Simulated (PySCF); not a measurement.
A structure optimised at B3LYP-D3(BJ)/def2-SVP, used in a PySCF frequency run:

```
Ga
I 1 2.5719
I 1 2.5719 2 121.51
```
Charge 0, spin multiplicity 2.

Write its SMILES, formula and point group.

[I][Ga][I], GaI₂, C2v

What are its rotational constants (standard atomic weights)?

5.8528, 0.39537, 0.37035 GHz
